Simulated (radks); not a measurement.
Results of a calculation; reference values are marked as such.
Q: Radial electron density D(r) = 4 pi r^2 rho(r) of an atom or ion with 25 electrons. Level of theory: non-relativistic Kohn-Sham, BLYP, spin-polarised, spherical densities, point nucleus (a radial shooting solver on a logarithmic mesh with Libxc functionals).

r (bohr),D(r) (e/bohr),spin D(r)
0.003281,1.683,-0.0000991
0.003851,2.245,-0.000132
0.004483,2.937,-0.000173
0.005219,3.820,-0.000225
0.006075,4.935,-0.000290
0.007073,6.325,-0.000371
0.008234,8.033,-0.000471
0.009585,10.10,-0.000592
0.01116,12.53,-0.000733
0.01299,15.33,-0.000896
0.01524,18.63,-0.00109
0.01775,21.98,-0.00128
0.02066,25.35,-0.00147
0.02405,28.52,-0.00165
0.028,31.17,-0.00179
0.0326,32.99,-0.00187
0.03795,33.72,-0.00185
0.04418,33.26,-0.00163
0.05143,31.75,-0.00103
0.06036,29.54,0.000545
0.07026,27.62,0.00403
0.0818,26.74,0.0117
0.09523,27.55,0.0279
0.1109,30.11,0.0605
0.1291,33.74,0.122
0.1502,37.01,0.233
0.1749,38.26,0.419
0.2036,36.37,0.712
0.2389,31.09,1.17
0.2782,24.56,1.76
0.3238,18.92,2.48
0.377,16.05,3.28
0.4389,16.31,4.05
0.5109,18.31,4.62
0.5948,19.85,4.83
0.6925,19.27,4.62
0.8061,16.37,4.02
0.946,11.86,3.14
1.101,7.599,2.24
1.282,4.266,1.44
1.493,2.117,0.832
1.738,0.9429,0.437
2.023,0.3852,0.211
2.355,0.1418,0.0894
2.741,0.03781,0.0243
3.192,0.006323,0.00350
3.745,0.03240,0.0320
4.36,0.07955,0.0795
5.076,0.07175,0.0717
5.909,0.01748,0.0175
6.879,0.006707,0.00671
8.008,0.09204,0.0920
9.323,0.1977,0.198
10.85,0.1517,0.152
12.64,0.06064,0.0606
14.83,0.01214,0.0121
17.26,0.001399,0.00140

What is the nuclear charge?

A: Z = 28. The innermost maximum, from 1s, lies near 1/Z = 0.0357 bohr (found: 0.0386), and its height grows with Z. The density is that of the nickel ion Ni3+ in [Ar] 3d6 6d1; the configuration itself is not fixed sharply by these data, and Z only to about a unit. D(r) has 5 maxima, at r = 0.0386, 0.174, 0.619, 4.61, 9.55 bohr, and minima at 0.0825, 0.399, 3.22 bohr, inside which lie 2.11, 10.77, 24.06 electrons.
